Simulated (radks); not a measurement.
All-electron atom: N3- in [Ne].

Method: scalar-relativistic Kohn-Sham, LDA (Slater exchange, Perdew-Wang correlation), spin-polarised, spherical densities, finite nucleus; Fermi nuclear charge, rms radius 2.5582 fm; Watson sphere of charge +2.73 and radius 2.74 bohr; computed with a radial shooting solver on a logarithmic mesh with Libxc functionals.

Energy parts (eV; the electron-nucleus part includes the sphere):
total: -1709.831
kinetic: 1476.256
electron-nucleus: -3969.761
Hartree: 975.125
exchange-correlation: -191.450

Orbitals (lengths in bohr, moments of r in powers of bohr; r(max) is where P^2 peaks):
orbital  occ.  eigenvalue (eV)  r(max)
1s          2        -373.5054  0.1491
2s          2         -13.5652   1.056
2p          6          -3.5082   1.112

The highest occupied level is 2p at -3.508 eV. The density falls to 0.001 e/bohr^3 at r = 4.65 bohr. Summed over all electrons, <r^2> = 41.74 bohr^2, which gives a Langevin (diamagnetic) susceptibility term of -33.1 x 10^-6 cm^3/mol.
